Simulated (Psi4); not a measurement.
FGe, doublet, geometry from GFN2-xTB; R2SCAN/def2-SVP in Psi4.

Psi4 was given this input:
```
memory 2 GB

molecule {
0 2
Ge   -0.00000000   -0.00000000   -0.40135630
F     0.00000000    0.00000000    1.42704462
}

set {
  basis def2-svp
  reference uks
  scf_type pk
  puream true
  d_convergence 1e-8
  dft_radial_points 99
  dft_spherical_points 590
}

energy('r2scan')
print_variables()
```

The log (banner, timings and long lists left out):

```
   => Loading Basis Set <=

    Name: DEF2-SVP
    Role: ORBITAL
    Keyword: BASIS

         ---------------------------------------------------------
                                   SCF
               by Justin Turney, Rob Parrish, Andy Simmonett
                          and Daniel G. A. Smith
                              UKS Reference
         ---------------------------------------------------------

  ==> Geometry <==

    Molecular point group: c2v
    Full point group: C_inf_v

    Geometry (in Angstrom), charge = 0, multiplicity = 2:

       Center              X                  Y                   Z               Mass
    ------------   -----------------  -----------------  -----------------  -----------------
         GE           0.000000000000     0.000000000000    -0.373836143856    73.921177761000
         F            0.000000000000     0.000000000000     1.454564776144    18.998403162730

  Running in c2v symmetry.

  Rotational constants: A = ************  B =      0.33364  C =      0.33364 [cm^-1]
  Rotational constants: A = ************  B =  10002.20156  C =  10002.20156 [MHz]
  Nuclear repulsion =   83.353183104370814

  Charge       = 0
  Multiplicity = 2
  Electrons    = 41
  Nalpha       = 21
  Nbeta        = 20

  ==> Algorithm <==

  SCF Algorithm Type is PK.
  DIIS enabled.
  MOM disabled.
  Fractional occupation disabled.
  Guess Type is SAD.
  Energy threshold   = 1.00e-06
  Density threshold  = 1.00e-08
  Integral threshold = 1.00e-12

  ==> Primary Basis <==

  Basis Set: DEF2-SVP
    Blend: DEF2-SVP
    Number of shells: 18
    Number of basis functions: 46
    Number of Cartesian functions: 50
    Spherical Harmonics?: true
    Max angular momentum: 2

  ==> DFT Potential <==

   => LibXC <=

    Version 7.1.2
    S. Lehtola, C. Steigemann, M. J. T. Oliveira, and M. A. L. Marques,  SoftwareX 7, 1–5 (2018) (10.1016/j.softx.2017.11.002)

   => Composite Functional: R2SCAN <=

    r2SCAN Meta-GGA XC Functional  (0.1021/acs.jpclett.0c02405)
    J. W. Furness, A. D. Kaplan, J. Ning, J. P. Perdew, J. Sun  J. Phys. Chem. Lett.  11, 8208–8215, 2020

    Deriv               =              1
    GGA                 =           TRUE
    Meta                =           TRUE

    Exchange Hybrid     =          FALSE
    MP2 Hybrid          =          FALSE

   => Exchange Functionals <=

    1.0000   XC_MGGA_X_R2SCAN

   => Correlation Functionals <=

    1.0000   XC_MGGA_C_R2SCAN

   => LibXC Density Thresholds  <==

    XC_MGGA_C_R2SCAN:  1.00E-15
    XC_MGGA_X_R2SCAN:  1.00E-11

   => Molecular Quadrature <=

    Radial Scheme          =       TREUTLER
    Pruning Scheme         =           NONE
    Nuclear Scheme         =       TREUTLER

    Blocking Scheme        =         OCTREE
    BS radius alpha        =              1
    Pruning alpha          =              1
    Radial Points          =             99
    Spherical Points       =            590
    Total Points           =         109835
    Total Blocks           =            895
    Max Points             =            256
    Max Functions          =             46
    Weights Tolerance      =       1.00E-15

  ==> Integral Setup <==

  Using in-core PK algorithm.
   Calculation information:
      Number of atoms:                   2
      Number of AO shells:              18
      Number of primitives:             42
      Number of atomic orbitals:        50
      Number of basis functions:        46

      Integral cutoff                 1.00e-12
      Number of threads:                 1

  Performing in-core PK
  Using 1169642 doubles for integral storage.
  We computed 14145 shell quartets total.
  Whereas there are 14706 unique shell quartets.

  ==> DiskJK: Disk-Based J/K Matrices <==

    J tasked:                  Yes
    K tasked:                   No
    wK tasked:                  No
    Schwarz Cutoff:          1E-12

  Minimum eigenvalue in the overlap matrix is 6.0993676469E-02.
  Reciprocal condition number of the overlap matrix is 2.1279376557E-02.
    Using symmetric orthogonalization.

  ==> Pre-Iterations <==

  SCF Guess: Superposition of Atomic Densities via on-the-fly atomic UHF (no occupation information).

   -------------------------
    Irrep   Nso     Nmo
   -------------------------
     A1        22      22
     A2         4       4
     B1        10      10
     B2        10      10
   -------------------------
    Total      46      46
   -------------------------

  ==> Iterations <==

                        Total Energy        Delta E     RMS |[F,P]|

   @UKS iter SAD: -2172.85403703436486   -2.17285e+03   0.00000e+00
   @UKS iter   1: -2175.29110846541653   -2.43707e+00   8.66602e-02 ADIIS/DIIS
   @UKS iter   2: -2173.53435387174659    1.75675e+00   1.62625e-01 ADIIS
   @UKS iter   3: -2176.39102715018407   -2.85667e+00   2.00002e-02 ADIIS/DIIS
   @UKS iter   4: -2176.42983848744234   -3.88113e-02   6.09605e-03 ADIIS/DIIS
   @UKS iter   5: -2176.43759826851965   -7.75978e-03   1.66851e-03 ADIIS/DIIS
   @UKS iter   6: -2176.43828040103926   -6.82133e-04   9.83590e-05 DIIS
   @UKS iter   7: -2176.43828589216173   -5.49112e-06   2.34711e-05 DIIS
   @UKS iter   8: -2176.43828617501231   -2.82851e-07   5.09159e-06 DIIS
   @UKS iter   9: -2176.43828619268834   -1.76760e-08   1.43666e-06 DIIS
   @UKS iter  10: -2176.43828619374835   -1.06002e-09   3.03559e-07 DIIS
   @UKS iter  11: -2176.43828619378610   -3.77440e-11   6.51663e-08 DIIS
   @UKS iter  12: -2176.43828619378792   -1.81899e-12   7.79247e-09 DIIS
  Energy and wave function converged.

  ==> Post-Iterations <==

   Electrons on quadrature grid:
      Nalpha   =   20.9999998320 ; deviation = -1.680e-07
      Nbeta    =   19.9999998357 ; deviation = -1.643e-07
      Ntotal   =   40.9999996677 ; deviation = -3.323e-07

   @Spin Contamination Metric:   5.096826426E-03
   @S^2 Expected:                7.500000000E-01
   @S^2 Observed:                7.550968264E-01
   @S   Expected:                5.000000000E-01
   @S   Observed:                5.000000000E-01

    Orbital Energies [Eh]
    ---------------------

    Alpha Occupied:

       1A1  -398.145868     2A1   -49.610212     1B1   -44.113445
       1B2   -44.111415     3A1   -44.111356     4A1   -24.457055
       5A1    -6.191813     2B1    -4.350984     6A1    -4.343489
       2B2    -4.340146     7A1    -1.165233     3B1    -1.158082
       1A2    -1.156329     8A1    -1.154316     3B2    -1.150694
       9A1    -1.053640    10A1    -0.477671     4B2    -0.347374
       4B1    -0.347069    11A1    -0.334481     5B2    -0.158263

    Alpha Virtual:

       5B1    -0.135796    12A1    -0.023649    13A1     0.138748
       6B2     0.316255     6B1     0.333183     2A2     0.341085
      14A1     0.355717    15A1     0.362848     7B2     0.391788
       7B1     0.405780    16A1     0.545664    17A1     1.223331
       8B2     1.252254     8B1     1.252308    18A1     1.656314
      19A1     2.327065     3A2     2.332235    20A1     2.352632
       9B1     2.360534     9B2     2.369588     4A2     3.097677
      21A1     3.097853    10B2     3.133643    10B1     3.133846
      22A1     3.337352

    Beta Occupied:

       1A1  -398.144374     2A1   -49.610307     1B1   -44.113275
       3A1   -44.111173     1B2   -44.109187     4A1   -24.454517
       5A1    -6.190776     2B1    -4.350641     6A1    -4.343059
       2B2    -4.336962     7A1    -1.164723     3B1    -1.157754
       1A2    -1.152144     8A1    -1.149318     3B2    -1.146493
       9A1    -1.049601    10A1    -0.457337     4B1    -0.345486
       4B2    -0.334646    11A1    -0.320487

    Beta Virtual:

       5B1    -0.123193     5B2    -0.078701    12A1    -0.003437
      13A1     0.179473     6B1     0.366073    14A1     0.379734
       6B2     0.387799    15A1     0.402113     2A2     0.403338
       7B1     0.418047     7B2     0.444234    16A1     0.567126
      17A1     1.226835     8B1     1.254999     8B2     1.263778
      18A1     1.665370    19A1     2.347502     3A2     2.348782
      20A1     2.367190     9B1     2.371709     9B2     2.387830
      21A1     3.105449     4A2     3.105516    10B1     3.136202
      10B2     3.144370    22A1     3.342894

    Final Occupation by Irrep:
             A1    A2    B1    B2
    DOCC [    11,    1,    4,    4 ]
    SOCC [     0,    0,    0,    1 ]
    NA   [    11,    1,    4,    5 ]
    NB   [    11,    1,    4,    4 ]

  @UKS Final Energy: -2176.43828619378792

   => Energetics <=

    Nuclear Repulsion Energy =             83.3531831043708138
    One-Electron Energy =               -3199.7350836417845130
    Two-Electron Energy =                1029.3748889913440507
    DFT Exchange-Correlation Energy =     -89.4312746477180696
    Empirical Dispersion Energy =           0.0000000000000000
    VV10 Nonlocal Energy =                  0.0000000000000000
    Total Energy =                      -2176.4382861937879170

  UHF NO Occupations:
  HONO-2 :    4 B1 1.9999345
  HONO-1 :   11 A1 1.9976328
  HONO-0 :    5 B2 1.0000000
  LUNO+0 :   12 A1 0.0023672
  LUNO+1 :    5 B1 0.0000655
  LUNO+2 :    6 B2 0.0000368
  LUNO+3 :   13 A1 0.0000345

Computation Completed

Properties will be evaluated at   0.000000,   0.000000,   0.000000 [a0]

Properties computed using the SCF density matrix

 Multipole Moments:

 ------------------------------------------------------------------------------------
     Multipole            Electronic (a.u.)      Nuclear  (a.u.)        Total (a.u.)
 ------------------------------------------------------------------------------------

 L = 1.  Multiply by 2.5417464519 to convert [e a0] to [Debye]
 Dipole X            :          0.0000000            0.0000000            0.0000000
 Dipole Y            :          0.0000000            0.0000000            0.0000000
 Dipole Z            :         -2.9217410            2.1322278           -0.7895131
 Magnitude           :                                                    0.7895131

 ------------------------------------------------------------------------------------

  Variable Map:
  ----------------------------------------------------------------------------
  "CURRENT ENERGY"              =>   -2176.438286193788
  "CURRENT REFERENCE ENERGY"    =>   -2176.438286193788
  "DD SOLVATION ENERGY"         =>       0.000000000000
  "DFT FUNCTIONAL TOTAL ENERGY" =>   -2176.438286193788
  "DFT TOTAL ENERGY"            =>   -2176.438286193788
  "DFT VV10 ENERGY"             =>       0.000000000000
  "DFT XC ENERGY"               =>     -89.431274647718
  "GRID ELECTRONS ALPHA"        =>      20.999999832013
  "GRID ELECTRONS BETA"         =>      19.999999835653
  "GRID ELECTRONS TOTAL"        =>      40.999999667666
  "NUCLEAR REPULSION ENERGY"    =>      83.353183104371
  "ONE-ELECTRON ENERGY"         =>   -3199.735083641785
  "PCM POLARIZATION ENERGY"     =>       0.000000000000
  "PE ENERGY"                   =>       0.000000000000
  "SCF ITERATION ENERGY"        =>   -2176.438286193788
  "SCF ITERATIONS"              =>      12.000000000000
  "SCF TOTAL ENERGY"            =>   -2176.438286193788
  "TWO-ELECTRON ENERGY"         =>    1029.374888991344
  "XC GRID RADIAL POINTS"       =>      99.000000000000
  "XC GRID SPHERICAL POINTS"    =>     590.000000000000
  "XC GRID TOTAL POINTS"        =>  109835.000000000000

  Array Variable Map:
  ----------------------------------------------------------------------------
  "CURRENT DIPOLE"              =>       0.000000000000 ... -0.789513128186 1 by 3
  "SCF DIPOLE"                  =>       0.000000000000 ... -0.789513128186 1 by 3
  "SCF TOTAL ENERGIES"          =>   -2172.854037034365 ... -2176.438286193788 1 by 13
```
